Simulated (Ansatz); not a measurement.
Start from `COB(C)S` and change one element to get `C[O][In]([CH3])[SH]`.

Ansatz, PBE0-D4/def2-TZVP geometries, multiplicity 1. Each molecule was computed in one conformer, which needn't be the lowest.

Elements past krypton have def2 core potentials.

| property | `COB(C)S` |
| --- | --- |
| LUMO energy (ωB97M-V/def2-TZVPP) / eV | 2.01 |
| HOMO energy (ωB97M-V/def2-TZVPP) / eV | -9.81 |
| HOMO energy (PBE/def2-TZVPP) / eV | -6.36 |
| HOMO–LUMO gap (ωB97M-V/def2-TZVPP) / eV | 11.82 |
| HOMO energy (PBE0/def2-TZVPP) / eV | -7.60 |
| zero-point energy (PBE0-D4/def2-TZVP) / kJ/mol | 246.2 |

Question: Give the same properties after the change, and the shifts. (An estimate is asked.)

Answer: Computed: 
| property | `C[O][In]([CH3])[SH]` | shift |
| --- | --- | --- |
| LUMO energy (ωB97M-V/def2-TZVPP) / eV | 0.56 | -1.45 |
| HOMO energy (ωB97M-V/def2-TZVPP) / eV | -9.42 | 0.39 |
| HOMO energy (PBE/def2-TZVPP) / eV | -5.75 | 0.61 |
| HOMO–LUMO gap (ωB97M-V/def2-TZVPP) / eV | 9.98 | -1.84 |
| HOMO energy (PBE0/def2-TZVPP) / eV | -7.15 | 0.45 |
| zero-point energy (PBE0-D4/def2-TZVP) / kJ/mol | 225.1 | -21.1 |

With PBE0 the HOMO rises by 0.45 eV and the LUMO falls by 1.33 eV, so the gap narrows by about 1.78 eV. PBE moves the HOMO by 0.61 eV and ωB97M-V by 0.39 eV.
